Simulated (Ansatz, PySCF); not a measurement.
CH₃Cl₂Ga, SMILES [CH3][Ga]([Cl])[Cl].

Coordinates come from a PBE-D3(BJ)/def2-SVP optimisation. The structure was generated by enumeration; whether it is a known compound was not checked.

Vertical ionisation energy (IE) and electron affinity (EA) in eV. Rows of orbital energies are one-electron estimates. Where ΔSCF, EOM or ADC give a negative EA the extra electron is unbound and the value depends on the basis.

| level | IE | EA |
|---|---|---|
| −ε(HOMO), −ε(LUMO), M06-2X/def2-TZVP (PySCF) | 10.03 | 0.76 |
| −ε(HOMO), −ε(LUMO), PBE/def2-TZVP (PySCF) | 7.47 | 2.05 |
| ΔSCF, PBE0/def2-SVPD (Ansatz), final states of multiplicity 2 and 2 | 10.90 | -0.14 |
| ΔSCF, PBE/def2-SVPD (Ansatz), final states of multiplicity 2 and 2 | [?] | [?] |

Question: Complete the blanks. (The exact figures need the calculation; the answer reports its results.)

Answer: 
- ΔSCF, PBE/def2-SVPD (Ansatz, a first-principles code), final states of multiplicity 2 and 2, IE: 10.45
- ΔSCF, PBE/def2-SVPD (Ansatz), final states of multiplicity 2 and 2, EA: 0.00

Question: What vertical singlet–triplet gap does ΔSCF give with PBE0/def2-SVPD (Ansatz) and with PBE/def2-SVPD (Ansatz)? (Estimate from the structure and the level; the computed values follow.)

Answer: 5.85 and 5.35 eV (triplet above singlet where positive).
